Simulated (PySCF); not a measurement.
MgCl₂, SMILES [Cl][Mg][Cl]. Coordinates come from a ωB97X-D3(BJ)/def2-TZVP optimisation. The isomer is the one that the SMILES or the coordinates give; other isomers of the formula were not compared.

Level of theory: PySCF with ωB97X-D3(BJ)/def2-TZVP.

Harmonic wavenumbers (cm⁻¹): 111, 111, 329, 632. Rotational constants (GHz): 1.517 (linear); symmetry number 2.

Problem. Work out the zero-point energy and the ideal-gas rigid-rotor harmonic-oscillator thermochemistry at 298.15 K and 1 atm.

Solution. ZPE = ½ Σ hcν = ½ × 1183 cm⁻¹ = 7.08 kJ/mol. H − E(el) = 20.89 kJ/mol. Entropy in J/(mol K): translation 165.57, rotation 71.71, vibration 34.14, total 271.42. G − E(el) = -60.04 kJ/mol. Cp = 56.14 J/(mol K). Modes under 150 cm⁻¹ make the vibrational entropy uncertain.
